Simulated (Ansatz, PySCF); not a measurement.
Complex: SiH4 (SMILES [SiH4]) (first 5 atoms) with N2 (SMILES N#N); geometry from B3LYP-D3(BJ)/def2-TZVP, rigid monomers moved along the line of their centres of mass till Si1···N7 is 4.06 Å.
(charge 0, multiplicity 1):
```xyz
7

Si     0.0824     0.1487    -0.1899
H      0.4002     0.4069    -1.6132
H      0.2577     1.3973     0.5851
H      0.9960    -0.8907     0.3350
H     -1.3175    -0.3157    -0.0744
N     -0.0615    -0.4379     4.8152
N     -0.4317    -0.4505     3.7893
```

Interaction energies are E(AB) − E(A) − E(B) at the monomers' geometry in the complex; basis-set methods are counterpoise corrected.

Correlated levels freeze the cores. CBS(a, b) extrapolates the correlation energy as X⁻³ and adds the Hartree–Fock energy of set b.

The values were computed with Ansatz (Gaussian basis) for Hartree–Fock, density functionals and correlated methods; PySCF for the dispersion terms. Each number belongs to the level named beside it.

PBE/def2-TZVPPD gives -1.1 kJ/mol for the interaction energy.

**Question.** Predict the shift from PBE, with its sign, for: PBE-D3(BJ)/def2-TZVPPD, r2SCAN/def2-TZVPPD, B3LYP/def2-TZVPPD, wB97M-V/def2-TZVPPD, MP2/CBS(aug-cc-pV(D+d)Z, aug-cc-pV(T+d)Z), CCSD(T)/CBS(aug-cc-pV(D+d)Z, aug-cc-pV(T+d)Z).

**Answer.** PBE-D3(BJ)/def2-TZVPPD -1.5; r2SCAN/def2-TZVPPD 0.2; B3LYP/def2-TZVPPD 1.4; wB97M-V/def2-TZVPPD -0.7; MP2/CBS(aug-cc-pV(D+d)Z, aug-cc-pV(T+d)Z) -1.0; CCSD(T)/CBS(aug-cc-pV(D+d)Z, aug-cc-pV(T+d)Z) -0.8 kJ/mol. 2 of 6 lie above PBE; the widest gap is to PBE-D3(BJ)/def2-TZVPPD.

Ansatz is an electronic-structure program.
